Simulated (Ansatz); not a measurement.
Consider the formal hydrolysis of a B–N bond: `C=NB(O)F` + H₂O → `OB(O)F` + `C=N`.

Computed with Ansatz on PBE0-D4/def2-TZVP structures; ΔE is electronic, products minus reactants. CCSD(T)/CBS adds triple-zeta CCSD(T) − MP2 to the extrapolated MP2 energy (def2 sets, frozen cores). This one scheme is used for every species. DFT in def2-TZVPP. One conformer a species, not always the lowest.

```csv
level,ΔE (eV)
BLYP-D4,-0.63
B97M-V,-0.74
PBE-QIDH,-0.72
PBE,-0.65
r2SCAN,-0.70
PBE0,-0.69
MP2/def2-SVP,-0.86
MP2/CBS(def2),-0.66
```

(1) What does CCSD(T)/CBS give? (An estimate is asked.)

(2) What do rigid-rotor, harmonic-oscillator terms from PBE0-D4/def2-TZVP frequencies (298.15 K, 1 bar) make of the CCSD(T)/CBS value? (Best estimate.)

Largest T1 diagnostic among the species: 0.013.

## Answers

(1) Computed: -0.69 eV. The listed levels differ from it by 0.06, -0.05, -0.03, 0.04, -0.01, 0.00, -0.17, 0.03 eV.

(2) The calculation gave: ΔZPE = +0.07 eV, ΔH = -0.65 eV, ΔS = 6 J/(mol·K), ΔG = -0.67 eV.

Leaving LDA and LC-ωPBE aside and taking each functional with its dispersion term where it has one, the values, not all of them listed here, spread over 0.13 eV, from B97M-V to revPBE-D4. From BLYP to BHLYP (50 % exact exchange), in def2-TZVPP and without D4, ΔE moves by −0.07 eV. At CCSD(T), def2-SVP lies −0.18 eV from the extrapolated value and def2-TZVPP −0.05 eV.
